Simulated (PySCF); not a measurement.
**Ionisation energy of Cl(2+) by level of theory**

Cl(2+) [Ne] 3s2 3p3 (4S) → Cl(3+) [Ne] 3s2 3p2 (3P), as a difference of total energies. Computed with PySCF 2.14 in dyall-acv3z (19s12p6d4f, 113 functions), with no relativity, point nucleus. Correlated levels: valence: [Ne] frozen; valence and next inner shell: 1s2 frozen; virtual orbitals above 40 to 60 times the deepest correlated orbital energy dropped. The calculations carry no spin-orbit coupling.

| method | ionisation energy (eV) |
| --- | --- |
| UHF | 38.962 |
| LDA | 39.670 |
| PBE | 39.577 |
| PBE0 | 39.660 |
| r2SCAN | 39.838 |
| M06-2X | 39.456 |
| LC-wPBE | 39.760 |
| PW91 | 39.642 |
| MP2 (valence) | 39.628 |
| SCS-MP2 (valence) | 39.426 |
| MP2 (valence and next inner shell) | 39.689 |
| SCS-MP2 (valence and next inner shell) | 39.481 |

A first-order spin-orbit estimate (lowest level to lowest level, LS coupling) adds -0.099 eV.

Errors of the correlated levels include the incompleteness of this basis and the frozen core.

Task: Which method comes closest to the reference value, and which is furthest?

Result: The reference is 39.8 ± 0.11 eV (semi-empirical (NIST evaluation); NIST Atomic Spectra Database, ionization energies). Closest: r2SCAN (error -0.062 eV); furthest: UHF (error -0.937 eV), both after the spin-orbit estimate.
